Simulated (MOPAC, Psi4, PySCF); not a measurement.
Torsional profile of SMILES N[SiH2][SiH2]Br (H6BrNSi2). Scanned: dihedral N1–Si2–Si3–Br4; all other coordinates were relaxed at B3LYP-D3(BJ)/def2-SVP. Points at φ and −φ are mirror images. Heavy atoms are numbered in the order of the SMILES N[SiH2][SiH2]Br, hydrogens after them in the order of the atoms that carry them; the mirror image has the same energies with the sign of each dihedral reversed.

Computed with: PBE/def2-TZVP // B3LYP-D3(BJ)/def2-SVP (Psi4); RKS-B3LYP/6-31G* = restricted B3LYP/6-31G*, spherical d, density fitting // B3LYP-D3(BJ)/def2-SVP (PySCF); PM6, restricted, heats of formation // B3LYP-D3(BJ)/def2-SVP (MOPAC).

Energies in kcal/mol, each method relative to its own lowest point.

| φ / ° | PBE/def2-TZVP | RKS-B3LYP/6-31G* | PM6 |
|---|---|---|---|
| -150 | 0.6 | 0.3 | 1.0 |
| -120 | 1.1 | 1.0 | 1.9 |
| -90 | 0.7 | 0.6 | 1.6 |
| -60 | 0.0 | 0.0 | 1.4 |
| -30 | 0.1 | 0.2 | 0.8 |
| 0 | 0.8 | 0.9 | 0.0 |
| 30 | 0.1 | 0.2 | 0.8 |
| 60 | 0.0 | 0.0 | 1.4 |
| 90 | 0.7 | 0.6 | 1.6 |
| 120 | 1.1 | 1.0 | 1.9 |
| 150 | 0.6 | 0.3 | 1.0 |
| 180 | 0.3 | 0.1 | 0.7 |
